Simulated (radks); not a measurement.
Kinetic energies: the exact non-interacting value of the Kohn-Sham orbitals and orbital-free approximations, in hartree. Species: F2+ [He] 2s2 2p3; Yb2+ [Xe] 4f14; Tc2+ [Kr] 4d5; Ge3+ [Ar] 3d10 4s1; Tc2+ [Kr] 4d5. Method: non-relativistic Kohn-Sham, PBE, spin-polarised, spherical densities, point nucleus; computed with a radial shooting solver on a logarithmic mesh with Libxc functionals. Every spin shell is full or empty, so the densities are truly spherical. Functionals are evaluated on that one density, not self-consistently.

functional,F2+,Yb2+,Tc2+,Ge3+,Tc2+
exact,97.5520,13391.0,4203.72,2073.26,4203.72
Thomas-Fermi,89.008,12736,3971.3,1945.2,3971.3
von Weizsacker,75.041,4966.2,1837.7,1002.3,1837.7
TF + vW,164.05,17702,5809.0,2947.5,5809.0
TF + vW/9,97.346,13288,4175.5,2056.5,4175.5
TF + vW/5,104.02,13729,4338.8,2145.6,4338.8
LC94,97.680,13384,4207.1,2072.3,4207.1
APBEK,97.757,13388,4209.8,2074.0,4209.8
revAPBEK,98.328,13408,4218.0,2078.8,4218.0
Perdew 92,97.362,13289,4175.9,2056.8,4175.9
Thakkar,97.697,13283,4182.5,2062.5,4182.5
Pearson,94.766,13265,4163.5,2048.2,4163.5
LKT,138.74,15627,5060.2,2547.0,5060.2
PG1,132.24,15135,4878.6,2448.4,4878.6
DePristo-Kress,97.020,13357,4201.3,2070.3,4201.3
Ernzerhof,98.667,13318,4188.4,2064.4,4188.4
